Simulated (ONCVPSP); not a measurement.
u(r) = r·R(r): atom against pseudo-atom (sulfur)

Columns: radius, all-electron u(r) and pseudo u(r) of the 3p shell (level -7.15 eV) of sulfur in the configuration [Ne] 3s1.75 3p4.25; PBE, scalar-relativistic, ONCV scheme, ONCVPSP 4.0.1.

```
r (bohr)  all-electron  pseudo
   0.075       -0.1105  0.0047
   0.150       -0.2509  0.0182
   0.225       -0.3233  0.0397
   0.300       -0.3237  0.0687
   0.375       -0.2705  0.1052
   0.450       -0.1838  0.1483
   0.525       -0.0795  0.1960
   0.600        0.0308  0.2466
   0.675        0.1396  0.2994
   0.750        0.2420  0.3544
   0.825        0.3353  0.4098
   0.900        0.4183  0.4626
   0.975        0.4905  0.5113
   1.050        0.5521  0.5577
   1.125        0.6035  0.6039
   1.200        0.6451  0.6453
   1.275        0.6775  0.6777
   1.350        0.7016  0.7017
   1.425        0.7182  0.7183
   1.500        0.7282  0.7284
   1.575        0.7325  0.7326
   1.650        0.7319  0.7320
   1.725        0.7270  0.7271
   1.800        0.7185  0.7186
   1.875        0.7072  0.7072
   1.950        0.6934  0.6934
```

**Question.** How many radial nodes do the two functions have?

**Answer.** The all-electron 3p function has n − l − 1 = 1; the pseudo-wave has 0, since the states of the same l below it are removed with the core.

**Question.** At about which radius was the pseudo-wave matched?

**Answer.** 1.15 bohr, where the columns begin to agree (steps of 0.07 bohr).

**Question.** Where does each function peak?

**Answer.** Outermost all-electron maximum near 1.57 bohr, pseudo maximum near 1.57 bohr (to the table’s step).

**Question.** Is the pseudo-wave norm-conserving?

**Answer.** Yes: the ONCV scheme keeps the norm inside the radius equal to the all-electron one, which fixes the energy derivative of the logarithmic derivative at the level.
